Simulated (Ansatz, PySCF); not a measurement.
O2S2, SMILES O=S(=O)=S. Atoms are numbered in the order given.

```xyz
4

S      0.0000     0.0000    -0.3891
S      0.0000     0.0000     1.5200
O      0.0000     1.2611    -1.1238
O      0.0000    -1.2611    -1.1238
```

Geometry: B3LYP-D3(BJ)/def2-SVP.

Two levels are set side by side: PBE-D3(BJ)/def2-SVP (Ansatz, a program for electronic structure) and B3LYP-D3(BJ)/def2-SVP (Ansatz). Each level has its own optimised geometry; the coordinates shown are those of the second. Frequencies come from the Hessian of PySCF at each geometry. Differences are taken from unrounded values.

```json
[
 {"quantity": "mean bond length (Å)", "B3LYP-D3(BJ)": "1.609"},
 {"quantity": "bond S1–S2 (Å)", "B3LYP-D3(BJ)": "1.909"},
 {"quantity": "bond S1–O3 (Å)", "B3LYP-D3(BJ)": "1.459"},
 {"quantity": "bond S1–O4 (Å)", "B3LYP-D3(BJ)": "1.459"},
 {"quantity": "highest harmonic wavenumber (cm⁻¹)", "B3LYP-D3(BJ)": "1337"},
 {"quantity": "mean harmonic wavenumber (cm⁻¹)", "B3LYP-D3(BJ)": "715"},
 {"quantity": "zero-point energy (kcal/mol)", "B3LYP-D3(BJ)": "6.13"}
]
```

**Question.** What does PBE-D3(BJ) give, and how far is it from B3LYP-D3(BJ)? (The exact figures need the calculation; the answer reports its results.)

**Answer.** 
```json
[
 {"quantity": "mean bond length (Å)", "PBE-D3(BJ)": "1.624", "PBE-D3(BJ) minus B3LYP-D3(BJ)": "0.014"},
 {"quantity": "bond S1–S2 (Å)", "PBE-D3(BJ)": "1.917", "PBE-D3(BJ) minus B3LYP-D3(BJ)": "0.008"},
 {"quantity": "bond S1–O3 (Å)", "PBE-D3(BJ)": "1.477", "PBE-D3(BJ) minus B3LYP-D3(BJ)": "0.018"},
 {"quantity": "bond S1–O4 (Å)", "PBE-D3(BJ)": "1.477", "PBE-D3(BJ) minus B3LYP-D3(BJ)": "0.018"},
 {"quantity": "highest harmonic wavenumber (cm⁻¹)", "PBE-D3(BJ)": "1285", "PBE-D3(BJ) minus B3LYP-D3(BJ)": "-52"},
 {"quantity": "mean harmonic wavenumber (cm⁻¹)", "PBE-D3(BJ)": "690", "PBE-D3(BJ) minus B3LYP-D3(BJ)": "-25"},
 {"quantity": "zero-point energy (kcal/mol)", "PBE-D3(BJ)": "5.92", "PBE-D3(BJ) minus B3LYP-D3(BJ)": "-0.22"}
]
```

GGA bonds tend to be longer and softer than those of functionals with exact exchange. Differences between two approximate levels are no errors against the true value.
